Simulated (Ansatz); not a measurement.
Basis sets compared for the cluster Li6Si. Total charge 0; singlet. Geometry B3LYP-D4/def2-TZVP. Ansatz on 4 threads of Arm Neoverse V2 on a shared host; times are rough, and most runs start from earlier orbitals.

```xyz
7

Li    1.338    0.940   -1.007
Li    1.191   -0.370    1.467
Li    3.015   -1.678   -0.707
Li   -2.369   -0.049    1.680
Li   -0.370   -1.248   -0.694
Li   -2.190    1.478   -1.197
Si   -0.615    0.928    0.458
```

The restricted singlet is unstable towards broken spin symmetry in Hartree–Fock (as tested in another run); at PBE-D4/def2-SVP, PBE-D4/def2-TZVP, PBE-D4/def2-TZVPD, r2SCAN-D4/def2-TZVP and others this wasn't settled. The structure comes from a short search, and lower isomers may exist.

Binding counts from free atoms (Li doublet, Si triplet) in the same basis, without a counterpoise term.

```tsv
level	functions	energy (Eh)	HOMO (eV)	LUMO (eV)	binding per atom (eV)	wall time
PBE-D4/def2-SVP	72	-334.2168	-2.74	-1.76	1.44	0.75 s
PBE-D4/def2-TZVP	121	-334.3525	-2.79	-1.80	1.39	0.9 s
r2SCAN-D4/def2-TZVP	121	-334.5705	-2.78	-1.54	1.37	1.6 s
PBE0-D4/def2-SVP	72	-334.2650	-3.21	-1.25	1.39	0.75 s
PBE0-D4/def2-TZVP (with forces)	121	-334.3988	-3.28	-1.28	1.35	1.8 s
```

Q: Estimate the rows for PBE-D4/def2-TZVPD, r2SCAN-D4/def2-TZVPD, PBE0-D4/def2-TZVPD.

A: 
| level | functions | energy (Eh) | HOMO (eV) | LUMO (eV) | binding per atom (eV) | wall time |
| --- | --- | --- | --- | --- | --- | --- |
| PBE-D4/def2-TZVPD | 145 | -334.3542 | -2.79 | -1.81 | 1.40 | 1.2 s |
| r2SCAN-D4/def2-TZVPD | 145 | -334.5723 | -2.77 | -1.54 | 1.38 | 2.4 s |
| PBE0-D4/def2-TZVPD | 145 | -334.4006 | -3.27 | -1.31 | 1.36 | 1.4 s |
